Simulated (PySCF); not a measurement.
PySCF input for ZrI₃, SMILES [I][Zr+]([I])[I], charge +1, multiplicity 1, PBE-D3(BJ)/def2-SVP. The structure is a stationary point at PBE-D3(BJ)/def2-SVP. The multiplicity is an assumed one; no other spin state was optimised. The isomer is the one that the SMILES or the coordinates give; other isomers of the formula were not compared. The def2 effective core potentials stand for the cores of I, Zr; spin–orbit coupling is left out.

```python
import numpy as np
from pyscf import gto, scf, dft, df
from pyscf.hessian import thermo

mol = gto.M(
    atom='''
    Zr   -0.00000000   -0.00000000    0.76681140
    I     2.12193790    1.22510142   -0.19290853
    I     0.00000000   -2.45020284   -0.19290853
    I    -2.12193790    1.22510142   -0.19290853
    ''',
    basis='def2-SVP',
    ecp={'I': 'def2-svp', 'Zr': 'def2-svp'},
    charge=1,
    spin=0,
    max_memory=1600,
    verbose=3,
)
mf = dft.RKS(mol, xc='pbe').density_fit(auxbasis='def2-universal-jkfit')
mf.disp = 'd3bj'
mf.grids.level = 3
mf.conv_tol = 1e-11
mf.max_cycle = 100
mf.kernel()

# [left out here: the lines that compute and print the analytic Hessian (its translational invariance restored by hand, since the grid's response is missing), thermochemistry and intensities]
```

Program output:

```
converged SCF energy = -940.048651715717

WARN: DFTD3 does not support analytical Hessian, using finite difference


WARN: Mole.unit (angstrom) is changed to Bohr

Mode                                 0                   1                   2
Irrep
Freq [cm^-1]                       56.6791             56.6794             60.6555
Reduced mass [au]                 122.2951            122.2951            109.7617
Force const [Dyne/A]                0.2315              0.2315              0.2379
Char temp [K]                      81.5487             81.5490             87.2697
Normal mode                   x     y     z       x     y     z       x     y     z
       0  Zr                 0.03  0.01  0.00    0.01 -0.03 -0.00    0.00  0.00 -0.07
       1   I                 0.02  0.03  0.01   -0.04  0.04 -0.00    0.03  0.02  0.02
       2   I                -0.05  0.01 -0.00   -0.01 -0.04  0.01   -0.00 -0.04  0.02
       3   I                 0.01 -0.05 -0.00    0.04  0.02 -0.00   -0.03  0.02  0.02
Mode                                 3                   4                   5
Irrep
Freq [cm^-1]                      219.7718            276.8132            276.8144
Reduced mass [au]                 109.4623            100.7044            100.7044
Force const [Dyne/A]                3.1150              4.5464              4.5465
Char temp [K]                     316.2027            398.2725            398.2742
Normal mode                   x     y     z       x     y     z       x     y     z
       0  Zr                 0.00  0.00  0.07    0.00  0.09 -0.00   -0.09  0.00  0.00
       1   I                 0.03  0.02 -0.02   -0.02 -0.01  0.01    0.03  0.02 -0.01
       2   I                -0.00 -0.04 -0.02   -0.00 -0.04 -0.02    0.00 -0.00 -0.00
       3   I                -0.03  0.02 -0.02    0.02 -0.01  0.01    0.03 -0.02  0.01
temperature 298.1500 [K]
pressure 101325.00 [Pa]
Rotational constants [GHz] 0.41747 0.41747 0.22111
Symmetry number 3
Zero-point energy (ZPE) 0.00216 [Eh]   5666.790 [J/mol]
                           tot       elec      trans        rot        vib
Entropy [J/mol/K]       394.097      0.000    185.532    130.565     78.000
Cv [J/mol/K]             71.664      0.000     12.472     12.472     46.720
Cp [J/mol/K]             79.978      0.000     20.786     12.472     46.720
Internal energy [J/mol]                      3718.434   3718.434  15866.601
Internal energy [Eh]   -940.03978  -940.04865
Enthalpy [J/mol]                             6197.391   3718.434  15866.601
Enthalpy [Eh]          -940.03883
Gibbs free energy [J/mol]                  -49119.005 -35209.376  -7389.101
Gibbs free energy [Eh] -940.08359
mode   freq/cm-1   IR/(km/mol)
   1       56.68         0.063
   2       56.68         0.063
   3       60.66         2.205
   4      219.77         4.549
   5      276.81        42.092
   6      276.81        42.092
max |gradient| / (hartree/bohr): 0.00010312335305498737
APT charges: [ 1.5527 -0.1843 -0.1843 -0.1843]
```

The calculation finished and met its thresholds.
